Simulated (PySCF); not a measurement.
A structure optimised at PBE-D3(BJ)/def2-SVP, used in a PySCF frequency run:

```
Ge
F 1 1.7425
O 1 1.7663 2 109.82
H 3 0.9777 1 110.52 2 72.84
Cl 1 2.1316 2 108.63 3 -117.32
Cl 1 2.1487 2 106.37 3 121.68
```

Write its SMILES and formula.

[OH][Ge]([F])([Cl])[Cl], Cl₂FGeHO

What are its rotational constants (standard atomic weights)?

2.5244, 1.6903, 1.4427 GHz
